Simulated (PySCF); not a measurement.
Nb (SMILES [Nb]), sextet (core potentials on Nb); PBE0/def2-TZVP (PySCF).

The PySCF input:
```python
from pyscf import gto, scf, dft

mol = gto.M(
    atom='''
Nb    0.000000    0.000000    0.000000
''',
    basis='def2-tzvp',
    ecp={'Nb': 'def2-tzvp'},
    charge=0,
    spin=5,
    verbose=4,
)

mf = dft.UKS(mol)
mf.xc = 'pbe0'
mf.kernel()
```

### Question
What does PySCF print? Leave out banner, timings and long lists.

### Answer

```
PySCF version 2.14.0

[INPUT] verbose = 4
[INPUT] num. atoms = 1
[INPUT] num. electrons = 13
[INPUT] charge = 0
[INPUT] spin (= nelec alpha-beta = 2S) = 5
[INPUT] symmetry False subgroup None
[INPUT] Mole.unit = angstrom
[INPUT] Symbol           X                Y                Z      unit          X                Y                Z       unit  Magmom
[INPUT]  1 Nb     0.000000000000   0.000000000000   0.000000000000 AA    0.000000000000   0.000000000000   0.000000000000 Bohr   0.0

nuclear repulsion = 0
number of shells = 14
number of NR pGTOs = 60
number of NR cGTOs = 40
basis = def2-tzvp
ecp = {'Nb': 'def2-tzvp'}

******** <class 'pyscf.dft.uks.UKS'> ********
method = UKS
initial guess = minao
damping factor = 0
level_shift factor = 0
DIIS = <class 'pyscf.scf.diis.CDIIS'>
diis_start_cycle = 1
diis_space = 8
diis_damp = 0
SCF conv_tol = 1e-09
SCF conv_tol_grad = None
SCF max_cycles = 50
direct_scf = True
direct_scf_tol = 1e-13
number electrons alpha = 9  beta = 4
XC library pyscf.dft.libxc version 7.1.2
    S. Lehtola, C. Steigemann, M. J. T. Oliveira, and M. A. L. Marques,  SoftwareX 7, 1–5 (2018)
XC functionals = pbe0
    C. Adamo and V. Barone,  J. Chem. Phys. 110, 6158 (1999)
    M. Ernzerhof and G. E. Scuseria,  J. Chem. Phys. 110, 5029 (1999)
radial grids:
    Treutler-Ahlrichs [JCP 102, 346 (1995); DOI:10.1063/1.469408] (M4) radial grids

becke partition: Becke, JCP 88, 2547 (1988); DOI:10.1063/1.454033
pruning grids: <function nwchem_prune>
grids dens level: 3
symmetrized grids: False
atomic radii adjust function: <function treutler_atomic_radii_adjust>
small_rho_cutoff = 0
Set gradient conv threshold to 3.16228e-05
tot grids = 22440
init E= -50.596812607046

cycle= 1 E= -56.1779365522296  delta_E= -5.58  |g|= 1.05  |ddm|= 3.09

cycle= 2 E= -54.7475125428168  delta_E= 1.43  |g|= 1.42  |ddm|= 3.25
cycle= 3 E= -56.673262105196  delta_E= -1.93  |g|= 0.364  |ddm|=    3
cycle= 4 E= -56.7727842115907  delta_E= -0.0995  |g|= 0.267  |ddm|= 1.17
cycle= 5 E= -56.8056722644413  delta_E= -0.0329  |g|= 0.144  |ddm|= 0.372
cycle= 6 E= -56.8195120475684  delta_E= -0.0138  |g|= 0.00298  |ddm|= 0.449
cycle= 7 E= -56.8195184772207  delta_E= -6.43e-06  |g|= 0.00155  |ddm|= 0.00705
cycle= 8 E= -56.8195215592859  delta_E= -3.08e-06  |g|= 0.000287  |ddm|= 0.00479
cycle= 9 E= -56.8195226251632  delta_E= -1.07e-06  |g|= 0.000145  |ddm|= 0.00349
cycle= 10 E= -56.819522899706  delta_E= -2.75e-07  |g|= 4.51e-05  |ddm|= 0.00256
cycle= 11 E= -56.8195229177919  delta_E= -1.81e-08  |g|= 3.8e-05  |ddm|= 0.000253
cycle= 12 E= -56.8195230389314  delta_E= -1.21e-07  |g|= 1.76e-05  |ddm|= 0.00227
cycle= 13 E= -56.8195230702963  delta_E= -3.14e-08  |g|= 1.81e-06  |ddm|= 0.00186
cycle= 14 E= -56.8195230703047  delta_E= -8.4e-12  |g|= 4.24e-07  |ddm|= 1.49e-05
Extra cycle  E= -56.8195230703062  delta_E= -1.44e-12  |g|= 3.4e-07  |ddm|= 1.84e-06
converged SCF energy = -56.8195230703062  <S^2> = 8.7511728  2S+1 = 6.0003909
```
